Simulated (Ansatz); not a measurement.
System: C$_{6}$H$_{7}$ (charge 0, doublet). It need not be the lowest isomer of its formula. 
Structure (B3LYP-D3(BJ)/def2-TZVP (Ansatz, a quantum-chemistry and plane-wave program) minimum search):
```xyz
13

C     -2.1961     0.0859    -0.1761
C     -0.7145     0.1279    -0.0333
C      0.1076     1.1273     0.2807
C      1.5134     0.7606     0.3184
C      1.5828    -0.5466     0.0104
C      0.1947    -1.0750    -0.2410
H     -2.6425    -0.6316     0.5187
H     -2.4900    -0.2223    -1.1838
H     -2.6331     1.0643     0.0200
H      2.3328     1.4229     0.5511
H      2.4772    -1.1491    -0.0544
H     -0.0620    -1.8873     0.4487
H      0.0906    -1.4777    -1.2551
```
Charge 0, spin multiplicity 2.

Wanted: atomisation energy (electronic, to ground-state atoms), in kcal/mol. Correlated levels leave the core frozen unless marked. UHF or UKS for open shells. Spin-orbit coupling is left out. Non-relativistic. The coupled-cluster limit lacks core correlation, which all-electron functionals hold. Basis-set limits of correlation are two-point, X^-3; Hartree-Fock from the larger set. [CCSD(T)-MP2]/basis is that difference in the basis named.

| level | program | atomisation energy (kcal/mol) | minus last row |
|---|---|---|---|
| HF/cc-pVDZ | Ansatz | 999.1 | -351.9 |
| r2SCANh/def2-TZVPD | Ansatz | 1357.7 | 6.7 |
| wB97M-V/def2-TZVPD | Ansatz | 1357.2 | 6.2 |
| MP2/CBS(cc-pVTZ,cc-pVQZ) | Ansatz | 1363.4 | 12.4 |
| CCSD(T)/cc-pVDZ | Ansatz | 1255.9 | -95.1 |
| RI-MP2/CBS(cc-pVTZ,cc-pVQZ)+[CCSD(T)-MP2]/cc-pVQZ | Ansatz | 1350.9 | -0.1 |
| CCSD(T)/CBS(cc-pVTZ,cc-pVQZ) | Ansatz | 1351.0 | 0.0 |

The UHF reference is spin-contaminated (<S^2> 0.49 over the pure value in the largest basis).
